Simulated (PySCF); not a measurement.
Be(Me)(OMe) (C2H6BeO), SMILES [O]([Be][CH3])C. Heavy atoms are numbered as in [Be:1]([CH3:2])[O:6][CH3:7]. Hydrogens are named by the atom that carries them.

The structure is a stationary point at PBE0-D3(BJ)/def2-SVP. One conformer was computed; it need not be the lowest.

Computed with B3LYP/def2-TZVPD (PySCF).

Mulliken values depend strongly on the basis, most of all with diffuse functions as here. Atomic charges (e), one atom of each kind:

| atom | meta-Löwdin | Mulliken |
|---|---|---|
| Be1 | 1.34 | -0.13 |
| C2 (CH3) | -0.93 | -0.46 |
| H on C2 | ___ | 0.13 |
| O6 | -0.96 | -0.12 |
| C7 (CH3) | ___ | -0.28 |
| H on C7 | ___ | 0.20 |

Problem. Fill in the missing entries. (An estimate is asked for; the answer gives what the named calculation found.)

Solution. 
- H on C2, meta-Löwdin: 0.11
- C7 (CH3), meta-Löwdin: -0.08
- H on C7, meta-Löwdin: 0.10
